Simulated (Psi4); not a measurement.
HIn, triplet, at a GFN2-xTB geometry (such geometries of metal compounds can be far from the true shape) (the spin is typed, not shown lowest) (core potentials on In), atoms displaced at random by about 0.08 Å a coordinate; Psi4 1.11 with B3LYP/def2-SVP, gradient.

Input for Psi4:
```
memory 2 GB

molecule {
0 3
  In    0.10106090   -0.02926300    0.05073273
  H     0.00503821   -0.07538754    1.93053808
symmetry c1
no_reorient
no_com
}

set basis def2-svp
set reference uks

gradient('b3lyp')
print_variables()
```

Q: What does Psi4 print? Leave out banner, timings and long lists.

A: 
```
gradient() will perform analytic gradient computation.

   => Loading Basis Set <=

    Name: DEF2-SVP
    Role: ORBITAL
    Keyword: BASIS

    !!!  WARNING: ECP capability is in beta. Please check occupations closely.  !!!

         ---------------------------------------------------------
                                   SCF
               by Justin Turney, Rob Parrish, Andy Simmonett
                          and Daniel G. A. Smith
                              UKS Reference
         ---------------------------------------------------------

  ==> Geometry <==

    Molecular point group: c1
    Full point group: C1

    Geometry (in Angstrom), charge = 0, multiplicity = 3:

       Center              X                  Y                   Z               Mass
    ------------   -----------------  -----------------  -----------------  -----------------
         IN           0.101060900000    -0.029263000000     0.050732730000   114.903878776000
         H            0.005038210000    -0.075387540000     1.930538080000     1.007825032230

  Running in c1 symmetry.

  Rotational constants: A =     15.01045  B =      4.00750  C =      3.16303 [cm^-1]
  Rotational constants: A = 450001.84409  B = 120141.87294  C =  94825.32695 [MHz]
  Nuclear repulsion =    5.902164758731467

  Charge       = 0
  Multiplicity = 3
  Electrons    = 22
  Nalpha       = 12
  Nbeta        = 10

  ==> Algorithm <==

  SCF Algorithm Type is DF.
  DIIS enabled.
  MOM disabled.
  Fractional occupation disabled.
  Guess Type is SAD.
  Energy threshold   = 1.00e-08
  Density threshold  = 1.00e-08
  Integral threshold = 1.00e-12

  ==> Primary Basis <==

  Basis Set: DEF2-SVP
    Blend: DEF2-SVP
    Number of shells: 13
    Number of basis functions: 31
    Number of Cartesian functions: 33
    Spherical Harmonics?: true
    Max angular momentum: 2

  Core potential: DEF2-SVP
    Number of shells: 4
    Number of ECP primitives: 18
    Number of ECP core electrons: 28
    Max angular momentum: 3

  ==> DFT Potential <==

   => LibXC <=

    Version 7.1.2
    S. Lehtola, C. Steigemann, M. J. T. Oliveira, and M. A. L. Marques,  SoftwareX 7, 1–5 (2018) (10.1016/j.softx.2017.11.002)

   => Composite Functional: B3LYP <=

    B3LYP Hyb-GGA Exchange-Correlation Functional

    P. J. Stephens, F. J. Devlin, C. F. Chabalowski, and M. J. Frisch,  J. Phys. Chem. 98, 11623 (1994) (10.1021/j100096a001)

    Deriv               =              1
    GGA                 =           TRUE
[...]
  @DF-UKS Final Energy:  -190.70251512027139
    Total Energy =                       -190.7025151202713857
[...]
    K tasked:                  Yes
    wK tasked:                  No
    Integrals threads:           1
    Schwarz Cutoff:          1E-12
    Fitting Condition:       1E-10

   => Auxiliary Basis Set <=

  Basis Set: (DEF2-SVP AUX)
    Blend: DEF2-UNIVERSAL-JKFIT
    Number of shells: 52
    Number of basis functions: 236
    Number of Cartesian functions: 329
    Spherical Harmonics?: true
    Max angular momentum: 5

  ==> DFT Potential <==

   => LibXC <=

    Version 7.1.2
    S. Lehtola, C. Steigemann, M. J. T. Oliveira, and M. A. L. Marques,  SoftwareX 7, 1–5 (2018) (10.1016/j.softx.2017.11.002)

   => Composite Functional: B3LYP <=

    B3LYP Hyb-GGA Exchange-Correlation Functional

    P. J. Stephens, F. J. Devlin, C. F. Chabalowski, and M. J. Frisch,  J. Phys. Chem. 98, 11623 (1994) (10.1021/j100096a001)

    Deriv               =              1
    GGA                 =           TRUE
    Meta                =          FALSE

    Exchange Hybrid     =           TRUE
    MP2 Hybrid          =          FALSE

   => Exchange Functionals <=

    0.0800   Slater exchange
    0.7200         Becke 88

   => Exact (HF) Exchange <=

    0.2000               HF

   => Correlation Functionals <=

    0.1900   Vosko, Wilk & Nusair (VWN5_RPA)
    0.8100   Lee, Yang & Parr

   => LibXC Density Thresholds  <==

    XC_HYB_GGA_XC_B3LYP:  1.00E-15

   => Molecular Quadrature <=

    Radial Scheme          =       TREUTLER
    Pruning Scheme         =           NONE
    Nuclear Scheme         =       TREUTLER

    Blocking Scheme        =         OCTREE
    BS radius alpha        =              1
    Pruning alpha          =              1
    Radial Points          =             75
    Spherical Points       =            302
    Total Points           =          42900
    Total Blocks           =            376
    Max Points             =            256
    Max Functions          =             31
    Weights Tolerance      =       1.00E-15

  -Total Gradient:
     Atom            X                  Y                   Z
    ------   -----------------  -----------------  -----------------
       1        0.000315952768     0.000151768036    -0.006185305840
       2       -0.000315862836    -0.000151724837     0.006183545268

  Variable Map:
  ----------------------------------------------------------------------------
[...]
  Array Variable Map:
  ----------------------------------------------------------------------------
[...]
[...]
```
